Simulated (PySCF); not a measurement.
# Steps of a relaxation of Pr(SH)3

Pr(SH)3 (singlet in the valence; each metal's 4f electrons, 2 of them, lie in its core potential, out of spins and levels). PySCF 2.14.0, RKS PBE0, Pr lcecp-1-SVP with ECP48, S def2-SVP, H def2-SVP; non-relativistic Hamiltonian with scalar-relativistic core potentials where named; density fitting; no spin-orbit coupling. Origin of the start: displaced along the imaginary mode. Columns: position (Å) and force (eV/Å). Energies are counted from the last step; some of the 30 steps are shown. Forces carry noise of the integration grid, about 0.01 to 0.03 eV/Å.

Run from Python with OMP_NUM_THREADS=2. Where DIIS fails, smearing, a level shift and second-order steps follow.
It took 4.5 min on 2 threads of Arm Neoverse V1, with other jobs on the host, from the converged density of the start.

```xyz
7
step 0  E = 0.347 eV
Pr    0.0000    0.0000   -0.4206    -0.01    0.00    0.02
S     2.4817   -0.0067    0.5592    -0.15    0.06    0.57
H     2.1146    0.2500    1.8608     0.15   -0.05   -0.58
S    -1.2350    2.1526    0.5592     0.03   -0.17    0.57
H    -1.2738    1.7063    1.8608    -0.03    0.16   -0.57
S    -1.2467   -2.1459    0.5592     0.13    0.10    0.57
H    -0.8408   -1.9563    1.8608    -0.12   -0.11   -0.57
```

```xyz
7
step 10  E = 0.067 eV
Pr    0.0000    0.0000   -0.1543     0.01    0.00    0.03
S     2.4498   -0.3885    0.7971     0.01    0.02    0.03
H     2.3582    0.7464    1.5342     0.03   -0.01   -0.04
S    -0.8885    2.3159    0.7971    -0.02    0.01    0.03
H    -1.8256    1.6691    1.5342     0.00    0.03   -0.04
S    -1.5613   -1.9274    0.7971     0.00   -0.02    0.03
H    -0.5327   -2.4155    1.5342    -0.02   -0.01   -0.04
```

```xyz
7
step 19  E = 0.014 eV
Pr    0.0000    0.0000    0.4010     0.00    0.00    0.04
S     2.5951   -0.3838    0.8934     0.02    0.03    0.02
H     2.8878    0.8907    1.2528    -0.04   -0.04   -0.03
S    -0.9652    2.4393    0.8934    -0.04    0.00    0.02
H    -2.2153    2.0555    1.2528     0.05   -0.01   -0.04
S    -1.6299   -2.0556    0.8934     0.02   -0.03    0.02
H    -0.6725   -2.9462    1.2528    -0.02    0.05   -0.04
```

Where does the relaxation end?

It converges at step 29 in C3:
```xyz
7
step 29  E = 0
Pr    0.0000    0.0000    0.8657
S     2.6390   -0.3950    0.9914
H     2.9658    0.9190    0.9999
S    -0.9774    2.4829    0.9914
H    -2.2788    2.1090    0.9999
S    -1.6616   -2.0879    0.9914
H    -0.6871   -3.0280    0.9999
```

How did the contacts change?


| contact | start (Å) | end (Å) |
| --- | --- | --- |
| Pr1–S2 (SH) | 2.668 | 2.671 |
| Pr1–S4 (SH) | 2.668 | 2.671 |
| Pr1–S6 (SH) | 2.668 | 2.671 |


An lcecp potential fixes the number of 4f electrons, so in runs with it no electron can move into or out of that shell.
